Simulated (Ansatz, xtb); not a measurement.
Molecule: HO, charge 1, multiplicity 3. 
Coordinates optimised at B3LYP-D3(BJ)/def2-TZVP (Ansatz, a first-principles code):
```xyz
2

O      0.0000     0.0000    -0.1156
H      0.0000     0.0000     0.9251
```
Charge +1, spin multiplicity 3.

Harmonic wavenumbers from GFN2-xTB (xtb, at its own minimum), cm⁻¹: 2539.

Problem. Give the harmonic wavenumbers at B3LYP-D3(BJ)/def2-TZVP (Ansatz, finite differences of forces, unscaled).

Solution. 3029 cm⁻¹. Zero-point energy 4.3 kcal/mol.

Problem. From these and the geometry, give the ideal-gas thermochemistry at 298.15 K and 1 atm (rigid rotor, harmonic oscillator).

Solution. Point group C∞v, rotational symmetry number 1. Rotational constants 492, 492 GHz. S(trans) 34.44, S(rot) 7.03, S(vib) 0.00, S(elec, spin only) 2.18, S 43.6 cal/(mol K). H(298) - H(0) 2.07 kcal/mol; G - E(el) -6.6 kcal/mol.
